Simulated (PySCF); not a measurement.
Species: CH9NOSi2.
SMILES with atom numbers: `[CH3:1][Si@H:2]([OH:3])[SiH2:4][NH2:5]` (hydrogens: H6, H7, H8 on C1; H9 on Si2; H10 on O3; H11, H12 on Si4; H13, H14 on N5)

Computed by this run: PySCF 2.14.0, PBE0-D3(BJ)/def2-SVP geometry optimisation, gas phase; density fitting, grid level 1; the optimiser is geomeTRIC in internal coordinates, started from a GFN2-xTB structure with every atom displaced at random (about 0.01 Å).

Step 0: E = -20457.4026 eV
```
atom  x, y, z in Å  |  force x, y, z in eV/Å
C1      2.0525   -0.2366    0.4071   -1.288   1.844  -0.515
Si2     0.6026    0.2471   -0.7779    1.987  -0.195   0.774
O3      0.2331    1.8427   -0.6266   -0.328   1.322   0.333
Si4    -1.3524   -0.8023   -0.3588   -1.489  -0.505   0.493
N5     -2.0554   -0.1315    1.0740   -0.309   0.717   0.682
H6      2.2751   -1.2597    0.3174    0.473  -1.882  -0.139
H7      2.9485    0.3508    0.1929    0.239   0.121  -0.243
H8      1.7781   -0.0172    1.4339   -0.210  -0.015   0.561
H9      1.1389    0.0522   -2.1188    0.143  -0.397  -0.862
H10     0.9277    2.5134   -0.6554   -0.170  -0.308  -0.030
H11    -1.2623   -2.2345   -0.0241    0.353  -0.544  -0.151
H12    -2.2998   -0.7483   -1.5054    0.033   0.056  -0.507
H13    -2.9505   -0.4719    1.4375    0.437  -0.105  -0.271
H14    -2.0434    0.8798    1.1973    0.129  -0.110  -0.125
```

Step 1: E = -20457.6880 eV
```
atom  x, y, z in Å  |  force x, y, z in eV/Å
C1      1.9762   -0.2255    0.4246   -0.111  -0.112  -0.117
Si2     0.6095    0.2679   -0.7837    0.329   0.008   0.005
O3      0.1776    1.8839   -0.5881   -0.127  -0.072   0.090
Si4    -1.3894   -0.8530   -0.3651   -0.109  -0.033   0.010
N5     -1.9620   -0.0858    1.0845   -0.094  -0.083   0.088
H6      2.2156   -1.3033    0.3250   -0.035   0.229   0.001
H7      2.8955    0.3495    0.2342    0.062  -0.019  -0.035
H8      1.6711   -0.0364    1.4641   -0.075  -0.033   0.029
H9      1.1289    0.0434   -2.1760   -0.005  -0.030   0.003
H10     0.8867    2.5310   -0.6147    0.065   0.022  -0.022
H11    -1.1907   -2.3092   -0.0859    0.068  -0.036   0.012
H12    -2.3017   -0.8076   -1.5606   -0.015   0.042  -0.029
H13    -2.8281   -0.3953    1.5131    0.006  -0.017   0.009
H14    -1.8966    0.9243    1.1215    0.041   0.134  -0.044
```

Problem. Estimate the geometry and energy of step 2. (The exact step hangs on the optimiser's Hessian estimate; all steps are aligned on step 1, rigid shifts and turns removed.)

Solution. E = -20457.6954 eV, largest force 0.096 eV/Å
```
atom  x, y, z in Å  |  force x, y, z in eV/Å
C1      1.9710   -0.2254    0.4181    0.010   0.009   0.010
Si2     0.6175    0.2659   -0.7873    0.083  -0.015  -0.046
O3      0.1723    1.8753   -0.5738   -0.051   0.013   0.042
Si4    -1.3861   -0.8557   -0.3606   -0.062  -0.014  -0.002
N5     -1.9617   -0.0781    1.0852   -0.028   0.006   0.032
H6      2.2120   -1.2959    0.3107    0.006   0.028  -0.004
H7      2.8943    0.3491    0.2373    0.009  -0.020   0.009
H8      1.6497   -0.0486    1.4562   -0.022  -0.020  -0.008
H9      1.1362    0.0428   -2.1801   -0.010  -0.002   0.000
H10     0.8803    2.5255   -0.6017    0.013   0.002  -0.015
H11    -1.1713   -2.3116   -0.0773    0.024   0.008   0.009
H12    -2.2996   -0.8098   -1.5576    0.003   0.013   0.002
H13    -2.8262   -0.3852    1.5188    0.009   0.000  -0.001
H14    -1.8957    0.9356    1.1054    0.017  -0.007  -0.029
```

The energy changes by -0.0074 eV. The first-order estimate −F·Δx gives -0.0117 eV and the mean of the old and new forces, exact on a quadratic surface, -0.0073 eV. The step makes an angle of 67° with the force vector and moves no atom by more than 0.026 Å.

The cost below is that of the whole optimisation. Time: 45 s wall; peak memory 0.52 GiB. Hardware: one thread, Arm Neoverse V2 (aarch64), shared host.
